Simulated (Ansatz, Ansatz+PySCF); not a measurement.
```yaml
atoms:
  - { symbol: C, position_ang: [0.0000, 0.0000, -0.6653] }
  - { symbol: C, position_ang: [0.0000, 0.0000, 0.6653] }
  - { symbol: H, position_ang: [0.0000, -0.9311, -1.2403] }
  - { symbol: H, position_ang: [0.0000, 0.9311, -1.2403] }
  - { symbol: H, position_ang: [0.0000, -0.9311, 1.2403] }
  - { symbol: H, position_ang: [0.0000, 0.9311, 1.2403] }
  - { symbol: C, position_ang: [10.0000, 0.0000, -0.6653] }
  - { symbol: C, position_ang: [10.0000, 0.0000, 0.6653] }
  - { symbol: H, position_ang: [10.0000, -0.9311, -1.2403] }
  - { symbol: H, position_ang: [10.0000, 0.9311, -1.2403] }
  - { symbol: H, position_ang: [10.0000, -0.9311, 1.2403] }
  - { symbol: H, position_ang: [10.0000, 0.9311, 1.2403] }
```

Basis set: cc-pVDZ (spherical functions). Left uncorrelated: 4 orbitals. Charge 0, multiplicity 1.

Computed with Ansatz (development build ahead of 0.2.0); each method stands on the lowest determinant of its kind that the runs found. Restricted open shells among the atoms or ions are ROHF, correlated in semicanonical orbitals with singles. Restricted functionals stand beside restricted open-shell atoms, which can lie above the unrestricted atoms usual in DFT and then raise those values.

The atomization energy at this shape (free ground-state atoms in the same class of orbitals less the molecule, no zero-point energy) of singlet C₄H₈ in separate pieces:

```json
{"method": "ωB97X (restricted)", "atomization energy": "4652.9 kJ/mol"}
{"method": "r²SCAN (restricted)", "atomization energy": "4670.9 kJ/mol"}
{"method": "r²SCAN (unrestricted)", "atomization energy": "4641.6 kJ/mol"}
{"method": "PBE0 (restricted)", "atomization energy": "4672.1 kJ/mol"}
{"method": "PBE0 (unrestricted)", "atomization energy": "4654.8 kJ/mol"}
{"method": "PBE (restricted)", "atomization energy": "4734.5 kJ/mol"}
{"method": "PBE (unrestricted)", "atomization energy": "4721.7 kJ/mol"}
{"method": "RHF-MP2", "atomization energy": "4421.5 kJ/mol"}
{"method": "UHF-MP2", "atomization energy": "4417.7 kJ/mol"}
{"method": "RHF", "atomization energy": "3559.0 kJ/mol"}
{"method": "UHF", "atomization energy": "3515.6 kJ/mol"}
```

What does ωB97X (unrestricted) give?

4627.7 kJ/mol. Caution for RHF-MP2, UHF-MP2: bonds are stretched, where a single reference can fail.
